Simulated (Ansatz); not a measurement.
A structure relaxed at PBE0-D4/def2-TZVP, charge 0, multiplicity 1:

```xyz
11

Ge    1.3859    0.8119    0.4048
C     0.2838   -0.4111   -0.6495
Ge   -1.5578   -0.5629   -0.0114
H     2.8176    0.8754   -0.1579
H     1.4473    0.3336    1.8663
H     0.7767    2.2249    0.3733
H     0.7445   -1.4015   -0.6356
H     0.2705   -0.0685   -1.6866
H    -2.2419    0.8151   -0.0538
H    -1.5685   -1.0747    1.4400
H    -2.3580   -1.5422   -0.8896
```

Problem. Give its formula and SMILES.

Solution. CH8Ge2, `[GeH3][CH2][GeH3]`.

Problem. Point group (tolerance 0.08 Å, 0.16 Å for H)?

Solution. C2v.

Problem. Summarise the bond lengths by kind.

Solution. 2 × C–Ge 1.955 Å; 6 × Ge–H 1.539 to 1.540 Å; 2 × C–H 1.092 Å.

All numbers were calculated with Ansatz.
